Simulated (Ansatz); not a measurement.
Species: NaF (charge 0, singlet). 
Structure (B3LYP-D3(BJ)/def2-TZVP (Ansatz, an electronic-structure program) minimum search):
SMILES: [F][Na]
```xyz
2

Na     0.0000     0.0000    -0.8672
F      0.0000     0.0000     1.0599
```
Charge 0, spin multiplicity 1.

Wanted: atomisation energy (electronic, to ground-state atoms), in kcal/mol. Valence correlation only, unless marked. UHF or UKS for open shells. No spin-orbit coupling. Non-relativistic. The coupled-cluster limit lacks core correlation, which all-electron functionals hold. CBS marks a two-point X^-3 extrapolation of the correlation energy; Hartree-Fock from the larger set.

```json
[
 {"level": "HF/def2-TZVPP", "program": "Ansatz", "atomisation energy (kcal/mol)": "66.1"}
]
```

Predict the CCSD(T)/CBS(def2-TZVPPD,def2-QZVPPD) result (Ansatz).

114.9 kcal/mol
